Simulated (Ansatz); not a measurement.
Cost and result up the ladder for the cluster Au₂I (3 atoms). Charge 0, multiplicity 2. Geometry: PBE0-D4/def2-TZVP.

```xyz
3

Au    0.351    0.310    0.321
Au    1.633   -1.540   -0.922
I    -1.984    1.230    0.602
```

Ansatz on 4 threads of Arm Neoverse V2 on a shared host. Times are rough, and most runs start from the orbitals of an earlier one. PBE0-D4/def2-TZVPD serves as the yardstick here, not as an exact answer. Differences are given only for rows in sets of like size (and for xTB, whose basis is part of the method), since another set adds its own error. Binding counts from free atoms at the same level (Au doublet, I doublet; other spins of the atoms weren't run), without zero-point energy or a counterpoise term.

In the def2 sets Au, I take a core potential; there is no spin–orbit coupling. B3LYP takes the VWN-RPA correlation. HSE06 is defined as in plane-wave codes, on full-range PBE exchange. Correlated methods freeze 4 core orbitals; core or outer-core shells of Au, I are correlated, in sets that lack core-valence functions. The rows differ in basis, and correlated rows in double-zeta sets carry the largest basis error. In CCSD on the charge 0 doublet the largest single amplitude is 0.27, so its Hartree–Fock determinant may place the open shell otherwise than the density functionals do. The structure comes from a short search, and lower isomers may exist.

Correlated methods converge slowly with the basis, most of all in double-zeta sets.

```csv
level,functions,wall time,binding energy per atom (eV),difference from PBE0-D4/def2-TZVPD (eV)
LDA (SPW92)/def2-TZVP (with forces),130,1.6 s,1.71,0.49
PBE-D4/def2-SVP,90,1.6 s,1.30,–
PBE0-D4/def2-SVP,90,2.4 s,1.14,–
PBE-D4/def2-TZVP,130,2.8 s,1.35,0.14
revPBE-D4/def2-TZVP,130,2.8 s,1.23,0.02
PBE0-D4/def2-TZVP,130,3.6 s,1.20,-0.01
PBE-D4/def2-TZVPD,145,3.6 s,1.37,0.16
HSE06-D4/def2-TZVP,130,3.6 s,1.21,-0.01
B3LYP-D4/def2-TZVP,130,3.9 s,1.15,-0.06
PBE0-D4/def2-TZVPD,145,4.1 s,1.21,0.00
RPA@PBE/def2-TZVP,130,5.5 s,1.02,-0.19
r2SCAN-D4/def2-TZVP,130,6 s,1.34,0.13
r2SCAN-D4/def2-TZVPD,145,7 s,1.35,0.14
CCSD(T)/def2-SVP,90,20 s,1.01,–
```
